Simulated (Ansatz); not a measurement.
Two structures of GeNH₂Cl₂F, closed shell, reached by relaxing down either side of one saddle point (PBE0-D4/def2-TZVP). Energies are electronic, without zero-point energy. Computed with Ansatz 0.2.0 (basis: def2-TZVPP and def2-QZVPP); correlated methods freeze the cores. Filled d shells of the heavier atoms are correlated. The def2 sets are not built for correlating such inner shells, so the correlated values are less sure here. Extrapolation: Hartree–Fock as exp(−7.88 √X), correlation as X^−2.97. First:

```tsv
atom	x (Å)	y (Å)	z (Å)
Ge1	-0.4366	0.2768	0.2842
F2	-1.8812	0.0541	-0.6332
N3	1.0147	-0.5038	-0.4288
H4	0.9782	-1.5127	-0.4702
Cl5	-0.1461	2.3691	0.3810
Cl6	-0.8401	-0.5629	2.1825
H7	1.3111	-0.1206	-1.3155
```

Second:

Ge1  (0.087, 0.805, 0.690)
F2  (-0.894, -2.310, -1.126)
N3  (0.451, -0.104, -0.695)
H4  (-0.374, -1.519, -1.021)
Cl5  (0.930, 2.619, 1.370)
Cl6  (-1.388, 0.185, 2.033)
H7  (1.188, 0.324, -1.251)
(Å)

Which bonds change from the first to the second?

GeNH₂Cl₂F ([NH2][Ge]([F])([Cl])[Cl]) → GeNHCl₂ ([NH][Ge]([Cl])[Cl]) + HF; bonds formed: F2–H4; bonds broken: Ge1–F2, N3–H4.

Give the saddle point's structure and its height above each. (To be estimated.)

Computed: 278.2 kJ/mol above the first and 22.6 kJ/mol above the second (CCSD(T) at an estimated basis limit (MP2 extrapolated from triple and quadruple zeta, plus CCSD(T) − MP2 in triple zeta)).
```xyz
7
angstrom
Ge 0.0773 0.3914 0.5612
F -1.3342 -0.8169 -0.9158
N 1.1227 -0.6395 -0.3373
H -0.3777 -1.0382 -1.0077
Cl -0.2939 2.4682 0.3683
Cl -0.9105 -0.2766 2.2877
H 1.7163 -0.0886 -0.9564
```

No T1 diagnostic of these runs exceeds 0.015.

Labels in which every atom is bracketed show which atoms are joined, not bond orders.

For scale, one of the runs: CCSD(T)/def2-TZVPP, 222 basis functions, launched by `ansatz run in.yaml --threads 8 --pin off --events-out ev --progress --plain --max-ram 19148MiB`. Hardware: 8 CPU threads of an AMD EPYC 9R45, shared host. Wall time 29 s; peak host memory 3.6 GiB.
